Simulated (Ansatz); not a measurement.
Job for Ansatz (a first-principles code): R-CAM-B3LYP/def2-TZVPP on O2Si2.

Ansatz 0.2 input:
```yaml
crystal:
  periodic: [false, false, false]
  atoms:
    - {symbol: Si, position_ang: [1.22980957, 0.00000000, -0.00000000]}
    - {symbol: Si, position_ang: [-1.22980957, 0.00000000, -0.00000000]}
    - {symbol: O, position_ang: [-0.00000000, 1.17275223, 0.00000000]}
    - {symbol: O, position_ang: [-0.00000000, -1.17275223, 0.00000000]}
basis:
  gaussian:
    orbitals: def2-TZVPP
hamiltonian:
  xc: {name: CAM-B3LYP}
scf: {lower_state_search: off}
```

Q: Give the final energy of this run.

A: -729.5890 hartree.
